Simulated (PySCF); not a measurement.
PySCF input file for SiH₃Cl, SMILES [SiH3]Cl, PBE0/pcJ-1. The structure is a stationary point at B3LYP-D3(BJ)/def2-TZVP. The isomer is the one that the SMILES or the coordinates give; other isomers of the formula were not compared.

```python
import numpy as np
from pyscf import gto, scf, dft
from pyscf.prop.ssc import rks as ssc

mol = gto.M(
    atom='''
    Si   -0.00000000   -0.00000000   -0.99188995
    Cl    0.00000000   -0.00000000    1.07443365
    H     1.21219283    0.69985986   -1.45963757
    H    -1.21219282    0.69985986   -1.45963757
    H     0.00000000   -1.39971970   -1.45963758
    ''',
    basis='pcJ-1',
    charge=0,
    spin=0,
    max_memory=1600,
    verbose=3,
)
mf = dft.RKS(mol, xc='pbe0')
mf.grids.level = 3
mf.conv_tol = 1e-10
mf.max_cycle = 100
mf.kernel()
j = ssc.SSC(mf)
j.with_fcsd = True
j.max_cycle_cphf = 80
j.conv_tol = 1e-7
e11 = j.kernel()
```

It prints:

```
converged SCF energy = -746.391558632508
Reduced spin-spin coupling constant K (Hz)
               #0        #1        #2        #3        #4
        0 Si   0.00000
        1 Cl -68.21091   0.00000
        2 H   37.27873   1.58196   0.00000
        3 H   37.27899   1.58188   0.29072   0.00000
        4 H   37.27774   1.58159   0.29076   0.29076   0.00000
Spin-spin coupling constant J (Hz)
               #0        #1        #2        #3        #4
        0 Si   0.00000
        1 Cl  41.50667   0.00000
        2 H  -231.25340   4.84158   0.00000
        3 H  -231.25502   4.84132   9.07047   0.00000
        4 H  -231.24727   4.84046   9.07170   9.07178   0.00000
```

The run converged.

Cost: very roughly 30 core-seconds.
